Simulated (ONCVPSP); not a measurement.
## u(r) = r·R(r): atom against pseudo-atom (Sn (Z = 50))

Columns: radius, all-electron u(r) and pseudo u(r) of the 4d shell (level -27.27 eV) of tin in the configuration [Kr] 4d10 5s1 5p3; PBEsol, scalar-relativistic, ONCV scheme, ONCVPSP 4.0.1.

| r (bohr) | all-electron | pseudo |
| --- | --- | --- |
| 0.135 | -0.4372 | 0.0166 |
| 0.270 | -0.4410 | 0.1187 |
| 0.405 | 0.0704 | 0.3336 |
| 0.540 | 0.5725 | 0.6140 |
| 0.675 | 0.8867 | 0.8711 |
| 0.810 | 1.0193 | 1.0300 |
| 0.945 | 1.0280 | 1.0664 |
| 1.080 | 0.9665 | 1.0059 |
| 1.215 | 0.8720 | 0.8957 |
| 1.350 | 0.7665 | 0.7751 |
| 1.485 | 0.6624 | 0.6638 |
| 1.620 | 0.5659 | 0.5658 |
| 1.755 | 0.4796 | 0.4795 |
| 1.890 | 0.4042 | 0.4041 |
| 2.025 | 0.3393 | 0.3393 |
| 2.160 | 0.2840 | 0.2840 |
| 2.295 | 0.2372 | 0.2372 |
| 2.430 | 0.1977 | 0.1977 |
| 2.565 | 0.1646 | 0.1646 |
| 2.700 | 0.1369 | 0.1369 |
| 2.835 | 0.1137 | 0.1137 |
| 2.970 | 0.0944 | 0.0944 |
| 3.105 | 0.0783 | 0.0783 |
| 3.240 | 0.0649 | 0.0649 |
| 3.375 | 0.0538 | 0.0538 |
| 3.510 | 0.0446 | 0.0445 |

(1) How many radial nodes do the two functions have?

(2) At about which radius was the pseudo-wave matched?

(3) Where does each function peak?

(4) Is the pseudo-wave norm-conserving?

## Answers

(1) The all-electron 4d function has n − l − 1 = 1; the pseudo-wave has 0, since the states of the same l below it are removed with the core.

(2) 1.70 bohr, where the columns begin to agree (steps of 0.14 bohr).

(3) Outermost all-electron maximum near 0.94 bohr, pseudo maximum near 0.94 bohr (to the table’s step).

(4) Yes: the ONCV scheme keeps the norm inside the radius equal to the all-electron one, which fixes the energy derivative of the logarithmic derivative at the level.
